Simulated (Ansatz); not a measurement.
Species: LiH, charge -1, multiplicity 2. SMILES: [LiH-]
Geometry: optimised at B3LYP-D3(BJ)/def2-TZVP (Ansatz, an electronic-structure program).

Parts of the frozen-core correlation energy in def2-SVP (Ansatz, hartree). Frozen orbitals: 1; correlated occupied orbitals by spin: 2 and 1; virtual: 11 and 12. UHF or UKS for open shells. No spin-orbit coupling. No relativistic terms.

```tsv
term	value
reference (HF)	-7.96710
MP2 opposite-spin	-0.01955
MP2 same-spin	___
CCSD correlation	___
(T)	___
CCSDT minus CCSD(T)	-0.00011
T1 diagnostic	0.015
largest doubles amplitude	0.052
<S^2> of the reference	0.753
```

### Question
Fill in the missing entries.

### Answer

- MP2 same-spin, value: -0.00029
- CCSD correlation, value: -0.02714
- (T), value: -0.00017
